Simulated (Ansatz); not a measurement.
`NCBCl` + HBr → `NCBBr` + HCl  (ligand exchange at a B–Cl bond)

Calculated with Ansatz (gas phase, PBE0-D4/def2-TZVP geometries, no zero-point term in ΔE). CCSD(T)/CBS is the MP2 limit (def2-TZVPP, def2-QZVPP) plus CCSD(T) − MP2 in def2-TZVPP, frozen cores. This one scheme is used for every species. For Br outer-core shells are correlated without core-valence functions, which leaves a few kJ/mol of doubt a bond. Scalar relativity is left out up to krypton. Each species was taken in one conformer, which may not be the lowest.

`NCBCl`:

Z-matrix (Å, degrees):
```
C
B 1 1.549
N 1 1.444 2 117.7
H 1 1.100 2 106.9 3 124.8
H 1 1.112 2 102.2 3 -126.9
Cl 2 1.749 1 121.6 3 11.9
H 2 1.193 1 121.4 3 -171.1
H 3 1.011 1 111.5 2 -38.9
H 3 1.010 1 112.1 2 -160.6
```

HBr:

Cartesian coordinates in Å:
```
Br -0.291 -0.277 0.586
H 0.291 0.277 -0.586
```

`NCBBr`:

Z-matrix (Å, degrees):
```
C
B 1 1.546
N 1 1.443 2 118.4
H 1 1.100 2 106.7 3 125.2
H 1 1.113 2 101.7 3 -127.0
Br 2 1.910 1 121.9 3 12.0
H 2 1.191 1 121.6 3 -171.2
H 3 1.011 1 111.5 2 -38.9
H 3 1.010 1 112.1 2 -160.8
```

HCl:

Cartesian coordinates in Å:
```
Cl -0.593 0.219 -0.098
H 0.593 -0.219 0.098
```

```tsv
level	ΔE (kJ/mol)
SCS-MP2/def2-QZVPP	6.2
MP2/CBS(def2)	3.6
```

(1) What does CCSD(T)/CBS give? (Best estimate.)

Largest T1 diagnostic among the species: 0.011.

Answers

(1) Computed: +5.0 kJ/mol. The listed levels differ from it by 1.2, -1.4 kJ/mol.

In def2-TZVPP, CCSD(T) changes the Hartree–Fock value by −4.7 kJ/mol (the triples alone add −0.3 kJ/mol) and MP2 by −6.2 kJ/mol.
